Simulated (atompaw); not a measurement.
**Logarithmic derivatives: Gd, PAW (atompaw)**

Gd, PAW, made with atompaw 4.2.0.5 (PBEsol, scalar-relativistic). Core [Kr] 4d10 4f7, reference 5s2 5p6 5d1 6s2 6p0. Waves: 5s (bound): rc 2.30 bohr; 6s (bound): rc 3.00 bohr; 5p (bound): rc 1.70 bohr; 6p (bound, empty): rc 3.00 bohr; 5d (bound): rc 3.00 bohr; 5d channel at 0.5 Ry: rc 3.00 bohr. Local part: bessel scheme, radius 2.05 bohr. Core correction: smooth core density matched at 1.70 bohr. Augmentation charge: sinc compensation charge, radius 2.25 bohr; PAW radius 3.00 bohr; waves and projectors: custom rrkj gramschmidtortho.

The phase is arctan(r·u′/u) with u = r·R(r), unwrapped; energies in Ry, scanned from -6 to 5 Ry. A pole is an energy at which the radial function vanishes at the test radius. The pseudo phase is shifted by a multiple of π to meet the all-electron one at the reference energy, and phase errors are pseudo minus all-electron; the curves can meet again beyond the range given. Levels narrower than the energy grid can be missing from the lists of poles.

| channel | radius (bohr) | reference energy (Ry) | poles, all-electron | poles, pseudo | unbroken range about the reference energy with phases within 0.05 rad | phase error 1 Ry above the reference energy (rad) |
| --- | --- | --- | --- | --- | --- | --- |
| s | 3.00 | -0.30 | -3.62, 2.12 | -3.62, 1.98 | below 3.1 | -0.007 |
| p | 3.00 | -0.10 | -1.89, 3.38 | -1.89, 2.38 | below 0.6 | -0.126 |
| d | 3.00 | -0.19 | 0.47 | 0.47 | below 2.5 | -0.000 |

Phases in the p channel:

```json
{"E (Ry)": "-6.00", "all-electron": "1.426", "pseudo": "1.424"}
{"E (Ry)": "-5.52", "all-electron": "1.418", "pseudo": "1.416"}
{"E (Ry)": "-5.04", "all-electron": "1.409", "pseudo": "1.407"}
{"E (Ry)": "-4.56", "all-electron": "1.399", "pseudo": "1.397"}
{"E (Ry)": "-4.08", "all-electron": "1.385", "pseudo": "1.383"}
{"E (Ry)": "-3.60", "all-electron": "1.367", "pseudo": "1.365"}
{"E (Ry)": "-3.12", "all-electron": "1.340", "pseudo": "1.337"}
{"E (Ry)": "-2.64", "all-electron": "1.282", "pseudo": "1.278"}
{"E (Ry)": "-2.16", "all-electron": "0.691", "pseudo": "0.681"}
{"E (Ry)": "-1.68", "all-electron": "-1.698", "pseudo": "-1.699"}
{"E (Ry)": "-1.20", "all-electron": "-1.799", "pseudo": "-1.801"}
{"E (Ry)": "-0.72", "all-electron": "-1.878", "pseudo": "-1.879"}
{"E (Ry)": "-0.24", "all-electron": "-1.995", "pseudo": "-1.995"}
{"E (Ry)": "0.24", "all-electron": "-2.248", "pseudo": "-2.252"}
{"E (Ry)": "0.72", "all-electron": "-3.026", "pseudo": "-3.107"}
{"E (Ry)": "1.20", "all-electron": "-4.060", "pseudo": "-4.179"}
{"E (Ry)": "1.68", "all-electron": "-4.418", "pseudo": "-4.516"}
{"E (Ry)": "2.16", "all-electron": "-4.560", "pseudo": "-4.662"}
{"E (Ry)": "2.64", "all-electron": "-4.638", "pseudo": "-4.766"}
{"E (Ry)": "3.12", "all-electron": "-4.689", "pseudo": "-4.880"}
{"E (Ry)": "3.60", "all-electron": "-4.730", "pseudo": "-5.095"}
{"E (Ry)": "4.08", "all-electron": "-4.766", "pseudo": "-5.934"}
{"E (Ry)": "4.56", "all-electron": "-4.803", "pseudo": "-7.251"}
```
